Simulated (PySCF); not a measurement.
Assignment exercise: C₇H₁₆N₂Si

Bonds (- single, = double, # triple, : aromatic): C1-C2, C2-C3, C2-C4, C4=N5, N5-N6, N6-C7, N6-C8, C8-C9, C9-Si10, C9-C4. C1 carries H11, H12, H13; C2 carries H14; C3 carries H15, H16, H17; C7 carries H18, H19, H20; C8 carries H21, H22; C9 carries H23; Si10 carries H24, H25, H26. Stereochemistry as in CC(C)C1=NN(C)C[C@H]1[SiH3]. H21 is cis to Si10 on the ring; H22 is trans to Si10 on the ring.

- geometry from PBE0-D3(BJ)/def2-SVP
- GIAO PBE/pcSseg-1 shieldings
- run in PySCF 2.14
- non-relativistic Hamiltonian, no solvent, one conformer, averaged over atoms made equivalent by symmetry, fast rotation or ring inversion

δ = σ(ref) − σ, references computed at the same level: 13C (σ = 180.03 ppm), 1H (σ = 31.20 ppm) vs TMS.

Task: Assign these signals to the numbered atoms. 13C{1H} NMR (computed): δ 153.4, 63.4, 42.7, 33.6, 33.4, 24.2, 21.3.

Result: 
153.4 → C4, C=N carbon
63.4 → C8, sp3 CH2 bonded to N: deshielded by the electronegative neighbour
42.7 → C7, methyl carbon bonded to N: the inductive effect lowers its shielding
33.6 → C9, sp3 CH bonded to Si
33.4 → C2, sp3 CH: a saturated carbon with 3 carbon neighbours and no heteroatom attached
24.2 → C3, methyl carbon: a saturated carbon with 1 carbon neighbour and no heteroatom attached
21.3 → C1, methyl carbon

C9 and C2 lie closer than the usual error of such a calculation, so a measured spectrum could show them in the other order.

Task: Assign these signals to the numbered atoms. 1H NMR (400 MHz, computed): δ 3.89 (d, 3H), 3.24 (m, 1H), 2.71 (s, 3H), 2.71 (m, 1H), 2.58 (m, 1H), 2.43 (m, 1H), 1.19 (d, 3H), 1.08 (d, 3H).

Result: 
```tsv
δ (ppm)	atoms	environment	reason
3.89	H24/H25/H26	hydrogen on a silicon bonded to C	–
3.24	H21	hydrogen on an sp3 CH2 bonded to N	its carbon carries N, which withdraws density
2.71	H18/H19/H20	hydrogen on a methyl carbon bonded to N	its carbon carries N, hence the downfield position
2.71	H22	hydrogen on an sp3 CH2 bonded to N	its carbon carries N, which withdraws density
2.58	H23	hydrogen on an sp3 CH bonded to Si	–
2.43	H14	hydrogen on an sp3 CH	–
1.19	H11/H12/H13	hydrogen on a methyl carbon	–
1.08	H15/H16/H17	hydrogen on a methyl carbon	–
```

H18/H19/H20 and H22; H11/H12/H13 and H15/H16/H17 lie closer than the usual error of such a calculation, so a measured spectrum could show them in the other order.

Shifts are as computed. Against solution values, carbons near 30 ppm lie about +2 ppm off and those near 130 ppm about +2 ppm. Of 1309 compounds with measured shifts, 239 miss one by over three times the rms of a fit or turn the order of signals round; such compounds aren't used in these exercises. No couplings were computed; multiplicities are counted from neighbouring protons, with m where these are inequivalent, close in shift, in a saturated or five-membered ring or joined by F or P, and br s for small geminal =CH2 splittings.
